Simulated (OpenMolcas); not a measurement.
Ta4+ in a point-charge field

Ta4+ among 6 point charges of -0.85 e arranged as an octahedron (Oh), 1.93 Å from the ion.
```
   1.9300    0.0000    0.0000  -0.85
   0.0000    1.9300    0.0000  -0.85
  -1.9300    0.0000    0.0000  -0.85
   0.0000   -1.9300    0.0000  -0.85
   0.0000    0.0000    1.9300  -0.85
   0.0000    0.0000   -1.9300  -0.85
```

```yaml
Program: OpenMolcas 26.06
Method: "SS-CASPT2, IPEA 0.25 Eh, imaginary shift 0.1 Eh (closed shells correlated: 4f 5s 5p)"
Basis: ANO-RCC-VTZP [8s7p5d3f2g1h]
Scalar_Hamiltonian: DKH2, point nucleus
Active_space: 1 electron in 5 orbitals (5d)
State_averaging: 2S+1 = 2 even, 5 roots
Spin-orbit_coupling: state interaction with AMFI integrals over the reference wave functions
```

The lowest spin-free states (labels of O, the rotations of Oh), above the lowest:

```csv
State,Degeneracy,E (cm-1),Free-ion L (%)
2T2,3,0,D (100)
2E,2,9020,D (100)
```

The lowest levels with spin-orbit coupling:

| E (cm-1) | Degeneracy | Label | 2S+1 | g |
| --- | --- | --- | --- | --- |
| 0 | 4 | Γ8 | 2 |  |
| 4870 | 2 | Γ7 | 2 | 2.00 2.00 2.00 |
| 12260 | 4 | Γ8 | 2 |  |

Powder χT (cm3 K/mol): 0.121 at 2 K, 0.122 at 10 K, 0.125 at 50 K, 0.13 at 100 K, 0.138 at 200 K, 0.147 at 300 K. The effective moment at 300 K is 2.828 √(χT) = 1.08 μB.

The lowest level has 2S+1 = 2, for which the spin-only value is χT = S(S+1) / 2 = 0.375 cm3 K/mol (g = 2). The computed 0.147 at 300 K differs by -0.228, through orbital momentum, spin-orbit coupling and any other state in reach. With a threefold ground state the orbital momentum is unquenched, so the spin-only value is not expected to hold.

The gap between the two states is 10Dq = 9020 cm-1.

Roots that are degenerate in the reference are averaged as groups; the widest CASPT2 spread within a group is 72 cm-1 (the 3-fold group of multiplicity 2 near 0 cm-1 above the lowest state of its run). Shifts and gaps below about the spread of the groups concerned are not significant. An orbital triplet at a regular site is open to Jahn-Teller coupling, which can distort the site and quench the lowest spin-orbit gaps and is left out. This field is weak: 10Dq is about 9020 cm-1, while octahedral complexes of 5d ions of charge 3 and more, computed by the same method with explicit ligands, had a median near 35000 cm-1. Ground spin and moment need not be those of a real site. Free-ion shares, where given, are those of the reference states; single-state CASPT2 does not remix them. Point charges carry no covalency, so the field is a model and not that of real ligands. No measured value stands beside these numbers.

The CASPT2 steps took 2.4 s on 1 thread of Intel(R) Xeon(R) Platinum 8559C (Emerald Rapids), with other jobs on the host; the integral step is not counted.
